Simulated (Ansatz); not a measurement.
Reaction (substitution at a C–O bond): `C[O][In]([OH])[SH]` + `[OH][AlH][SH]` → `C[O][AlH][SH]` + `[OH][In]([OH])[SH]`

Calculated with Ansatz (gas phase, PBE0-D4/def2-TZVP geometries, no zero-point term in ΔE). CCSD(T)/CBS is the MP2 limit (def2-TZVPP, def2-QZVPP) plus CCSD(T) − MP2 in def2-TZVPP, frozen cores. Functionals use def2-TZVPP. B3LYP here is the variant with VWN-RPA as its local correlation; programs differ in this. Elements past krypton have def2 core potentials. For In outer-core shells are correlated without core-valence functions, which leaves a few kJ/mol of doubt a bond. One conformer a species, not always the lowest.

`C[O][In]([OH])[SH]`:

Z-matrix (Å, degrees):
```
C
O 1 1.409
H 1 1.095 2 108.5
H 1 1.097 2 113.5 3 119.8
H 1 1.097 2 111.3 3 -118.5
In 2 1.970 1 121.7 3 -151.3
S 6 2.362 2 119.9 1 -176.1
O 6 1.978 2 113.7 1 5.0
H 7 1.345 6 91.9 2 0.9
H 8 0.960 6 113.4 2 178.3
```

`[OH][AlH][SH]`:

Z-matrix (Å, degrees):
```
Al
S 1 2.186
O 1 1.690 2 122.3
H 1 1.569 2 119.3 3 -179.9
H 2 1.344 1 94.2 3 -0.1
H 3 0.955 1 126.2 2 0.1
```

`C[O][AlH][SH]`:

Z-matrix (Å, degrees):
```
C
O 1 1.394
H 1 1.098 2 112.7
H 1 1.095 2 110.2 3 120.5
H 1 1.095 2 110.1 3 -120.5
Al 2 1.679 1 138.3 3 -1.4
S 6 2.185 2 120.8 1 -0.1
H 6 1.569 2 118.9 1 179.9
H 7 1.345 6 93.5 2 -0.1
```

`[OH][In]([OH])[SH]`:

```xyz
7

O     0.408   -1.285   -1.538
In    0.055   -0.050   -0.034
O    -1.746    0.756   -0.064
S     1.572    0.489    1.693
H     1.285   -1.676   -1.519
H    -2.259    0.452   -0.818
H     0.686    1.314    2.279
```

```json
{"level": "B3LYP-D4", "ΔE (kJ/mol)": "-6.6"}
{"level": "ωB97M-V", "ΔE (kJ/mol)": "-6.3"}
{"level": "MP2/def2-TZVPP", "ΔE (kJ/mol)": "-4.3"}
{"level": "CCSD/def2-TZVPP", "ΔE (kJ/mol)": "-4.9"}
{"level": "CCSD(T)/def2-TZVPP", "ΔE (kJ/mol)": "-4.2"}
{"level": "HF/def2-QZVPP", "ΔE (kJ/mol)": "-7.1"}
{"level": "HF/CBS(def2)", "ΔE (kJ/mol)": "-7.1"}
{"level": "MP2/CBS(def2)", "ΔE (kJ/mol)": "-3.7"}
```

Task: What does CCSD(T)/CBS give? (Best estimate.)

Result: The calculation gave: -3.6 kJ/mol. The listed levels differ from it by -3.0, -2.7, -0.7, -1.3, -0.6, -3.5, -3.5, -0.1 kJ/mol.

Largest T1 diagnostic among the species: 0.016.
